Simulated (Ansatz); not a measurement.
Species: sum formula SiN$_{2}$H$_{7}$, net charge 1, singlet state. It need not be the lowest isomer of its formula. SMILES: [SiH2](N)[NH3+]
Geometry from a B3LYP-D3(BJ)/def2-TZVP (Ansatz, a first-principles code) optimisation:
```
Si
N 1 1.6728
H 2 1.0091 1 123.45
H 2 1.0091 3 112.14 1 169.14
H 1 1.4655 2 114.51 3 13.57
H 1 1.4655 5 118.00 2 -139.35
N 1 1.9309 5 99.37 6 -105.94
H 7 1.0221 1 111.53 5 -179.32
H 7 1.0221 8 106.76 1 -122.05
H 7 1.0232 8 107.16 9 -114.54
```
Charge +1, spin multiplicity 1.

Parts of the frozen-core correlation energy in STO-3G (Ansatz, hartree). Frozen orbitals: 7; correlated occupied orbitals by spin: 10 and 10; virtual: 9 and 9. Spin-orbit coupling is left out. No relativistic terms.

| term | value |
|---|---|
| reference (HF) | -397.05697 |
| MP2 opposite-spin | -0.12558 |
| MP2 same-spin | -0.01640 |
| CCSD correlation | -0.18433 |
| (T) | -0.00233 |
| T1 diagnostic | 0.011 |
| largest doubles amplitude | 0.055 |
